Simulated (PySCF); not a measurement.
Unrelated species, one level of theory. Theory: TDDFT CAM-B3LYP/def2-SVPD, vertical, gas phase, core orbitals frozen in the response (PySCF 2.14.0, density-fitted response routines). Geometries: GFN2-xTB; one conformer of each isolated species. Triplets are in the Tamm–Dancoff approximation. Ions are computed without counter-ions or solvent.

Question: Rank by computed S1–T1 gap, lowest first.
A. `C(#N)C[Si@H](C=C)[SiH2]N`
B. `O=Cc1ccc(C(=O)Cl)s1`
C. `[SiH3]CC1C[NH2+]C1`
D. `[H]/N=C(/CC#C[SiH3])C(=O)O`
E. `CSC/P=C(\C)F`
F. `[SiH3][SiH2]N([SiH3])[SiH3]`

Answer: C (0.09 eV), F (0.41 eV), D (0.68 eV), B (0.85 eV), A (1.50 eV), E (1.72 eV).

```json
{"SMILES": "[SiH3]CC1C[NH2+]C1", "S1−T1 (eV)": "0.09", "S1 (eV)": "7.41", "T1 (eV)": "7.32", "S1 mainly": "H→L (92%)", "T1 mainly": "H→L (88%)", "f(S1)": "0.004"}
{"SMILES": "[SiH3][SiH2]N([SiH3])[SiH3]", "S1−T1 (eV)": "0.41", "S1 (eV)": "5.77", "T1 (eV)": "5.36", "S1 mainly": "H→L (96%)", "T1 mainly": "H→L (91%)", "f(S1)": "0.005"}
{"SMILES": "[H]/N=C(/CC#C[SiH3])C(=O)O", "S1−T1 (eV)": "0.68", "S1 (eV)": "4.17", "T1 (eV)": "3.50", "S1 mainly": "H→L (54%)", "T1 mainly": "H→L (49%)", "f(S1)": "0.004"}
{"SMILES": "O=Cc1ccc(C(=O)Cl)s1", "S1−T1 (eV)": "0.85", "S1 (eV)": "3.64", "T1 (eV)": "2.79", "S1 mainly": "H-2→L (79%)", "T1 mainly": "H→L (94%)", "f(S1)": "0.000"}
{"SMILES": "C=C[Si@@H](CC#N)[SiH2]N", "S1−T1 (eV)": "1.50", "S1 (eV)": "5.74", "T1 (eV)": "4.24", "S1 mainly": "H→L+1 (52%)", "T1 mainly": "H-1→L (32%)", "f(S1)": "0.006"}
{"SMILES": "CSC/P=C(\\C)F", "S1−T1 (eV)": "1.72", "S1 (eV)": "4.19", "T1 (eV)": "2.47", "S1 mainly": "H→L (86%)", "T1 mainly": "H-1→L (69%)", "f(S1)": "0.010"}
```

H and L stand for HOMO and LUMO. For `O=Cc1ccc(C(=O)Cl)s1`, `C=C[Si@@H](CC#N)[SiH2]N` and `CSC/P=C(\C)F` the leading configurations of S1 and T1 differ. Singlets come from full response and triplets from the Tamm–Dancoff approximation.
